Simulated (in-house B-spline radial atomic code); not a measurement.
## RPA and G0W0 on PBEsol: neutral nitrogen

Configuration [He] 2s2 2p3, highest spin, mean-field start PBEsol. Computed with a B-spline radial code for spherical atoms: all electrons, non-relativistic, point nucleus, each spin shell either full or empty, empty states to l = 9 with an (l + 1/2)⁻⁴ tail; G0W0 by contour deformation at full frequency.

Command:
```bash
python run_gw.py task.json out
```
Settings (radii: box in bohr, nucleus in fm):
```
Z                        7
electrons                7
configuration            [He] 2s2 2p3
hamiltonian              nr
method                   pbesol
lmax                     9
spin_polarised           True
box_radius               40
intervals                49
```

Cost of the run: 0.8 s on 1 thread of Arm Neoverse V2 (shared host).

Energies (hartree):

```csv
term,value
mean-field total,-54.32703
Hartree-Fock functional on these orbitals,-54.39829
direct second order,-0.41596
second-order exchange,0.19336
SOSEX correction,0.16313
```

Question: What is the RPA correlation energy, and what remains with SOSEX?

Answer: RPA gives -0.33957 hartree (-1.32 eV per electron); RPA + SOSEX gives -0.17643, and the second-order doubles -0.2226 hartree (no singles). SOSEX takes back 48 % of the RPA value.

Quasi-particle levels (eV):

```tsv
level	occupied	mean field	Σx - vxc	Σc	QP weight	G0W0
2p up	yes	-8.261	-7.42	?	?	?
2p down	no	-4.003	8.15	-4.18	0.830	-0.034
```

G0W0 = mean field + (Σx - vxc) + Σc, with Σc (partial-wave tail included) taken at the quasi-particle energy. Levels of low weight are left out.

Question: Where does G0W0 put 2p up?

Answer: At -13.599 eV, with Σc = 2.08 eV and a quasi-particle weight of 0.758. The tabulated removal energy is 14.534 eV (NIST, measured).
